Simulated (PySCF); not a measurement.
A PySCF script (with the pyscf-properties extension) for the NMR shieldings of SMILES CCC1=CBC=CB1, C₆H₁₀B₂, on a GFN2-xTB geometry:

```python
import basis_set_exchange as bse
import numpy as np
from pyscf import gto, dft
from pyscf.prop import nmr

atoms = """
C    -2.337955    0.198347    1.039242
C    -1.785386    0.226999   -0.386150
C    -0.293847    0.033166   -0.384383
C     0.277530   -1.004603   -1.036755
B     1.778706   -1.325113   -0.879429
C     2.677236   -0.296608   -0.137581
C     2.123799    0.747100    0.511482
B     0.642508    1.108860    0.247190
H    -1.864301    0.968941    1.643894
H    -2.140384   -0.767346    1.500634
H    -3.412702    0.367150    1.037219
H    -2.012228    1.199256   -0.833340
H    -2.277936   -0.544371   -0.984604
H    -0.376117   -1.680121   -1.585485
H     2.196217   -2.383440   -1.167175
H     3.748786   -0.456469   -0.047465
H     2.764308    1.392919    1.107272
H     0.283004    2.221652    0.343780
"""
names = dict.fromkeys(["C", "B", "H"], "pcSseg-1")
basis = {el: gto.basis.parse(bse.get_basis(n, elements=[el], fmt="nwchem")) for el, n in names.items()}
mol = gto.M(atom=atoms, basis=basis, charge=0, verbose=0)
mf = dft.RKS(mol, xc="PBE0")
mf.grids.level = 2
mf.grids.alignment = dft.numint.BLKSIZE   # the property module wants whole blocks of grid points
mf.conv_tol = 1e-9
mf.kernel()

calc = nmr.RKS(mf)   # GIAO
C = mf.mo_coeff
Co = C[:, mf.mo_occ > 0]
resp = mf.gen_response(singlet=True, hermi=2)
def vind(x):   # induced exchange potential for any number of trial vectors
    d = np.einsum("pi,xij,qj->xpq", C, 2 * x.reshape(-1, C.shape[1], Co.shape[1]), Co, optimize=True)
    return np.einsum("xpq,pi,qj->xij", resp(d - d.transpose(0, 2, 1)), C, Co, optimize=True).ravel()
mo1, _ = nmr.rhf.solve_mo1(calc, with_cphf=vind)
sigma = calc.kernel(mo1)
for i, s in enumerate(sigma):   # ppm
    w = np.linalg.eigvalsh((s + s.T) / 2)
    print("%2d %-2s iso %8.1f  s11 %8.1f  s22 %8.1f  s33 %8.1f" % (i, mol.atom_pure_symbol(i), w.mean(), *w))
```

Task: What are the results?

Result: 
```
 0 C  iso    171.0  s11    161.8  s22    167.3  s33    183.8
 1 C  iso    143.5  s11    122.6  s22    140.7  s33    167.1
 2 C  iso     -9.2  s11   -125.7  s22    -55.1  s33    153.3
 3 C  iso     26.4  s11    -82.5  s22     20.4  s33    141.4
 4 B  iso     37.8  s11    -11.7  s22     -0.7  s33    125.9
 5 C  iso     16.3  s11   -104.9  s22     -9.4  s33    163.2
 6 C  iso     12.9  s11   -115.0  s22     -5.6  s33    159.2
 7 B  iso     31.1  s11    -28.2  s22     -1.5  s33    123.0
 8 H  iso     30.6  s11     26.8  s22     29.1  s33     35.9
 9 H  iso     30.8  s11     27.2  s22     29.0  s33     36.2
10 H  iso     30.4  s11     26.4  s22     27.5  s33     37.1
11 H  iso     29.1  s11     26.0  s22     27.2  s33     34.1
12 H  iso     29.6  s11     26.5  s22     28.6  s33     33.8
13 H  iso     24.6  s11     19.2  s22     25.9  s33     28.8
14 H  iso     25.4  s11     20.4  s22     27.2  s33     28.4
15 H  iso     24.2  s11     19.5  s22     25.3  s33     27.8
16 H  iso     24.0  s11     18.5  s22     25.6  s33     27.9
17 H  iso     24.9  s11     18.0  s22     27.6  s33     29.1
```

These numbers come from an equivalent density-fitted implementation of the same equations, which agrees with the script to about 0.01 ppm for H and up to a few tenths of a ppm for heavy atoms, so last digits may differ.

Size and cost of the density-fitted run: 186 basis functions, 50 s wall time on 1 thread of an Intel Xeon, shared host; peak memory 0.99 GiB.
